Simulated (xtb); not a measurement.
C3H9Si, SMILES C[Si](C)C (connectivity only; charge and spin as stated), charge +1, multiplicity 1. All values are semi-empirical tight-binding results from xtb (GFN2-xTB unless named), good for trends rather than for accurate numbers. Geometry optimised at GFN2-xTB. The spin state was assumed, not searched. The isomer is the one that the SMILES or the coordinates give; other isomers of the formula were not compared.

The geometry has at least one imaginary mode, so it is a saddle point at that level.

Computed properties:
```
Property                                         Value
--------------------------------------  --------------
orbital gap                                    4.27 eV
static polarisability (D4 model)            68.4 bohr³
solvation energy, GFN2-xTB/ALPB(water)  -51.5 kcal/mol
solvation energy, GFN2-xTB/ALPB(thf)    -46.5 kcal/mol
```
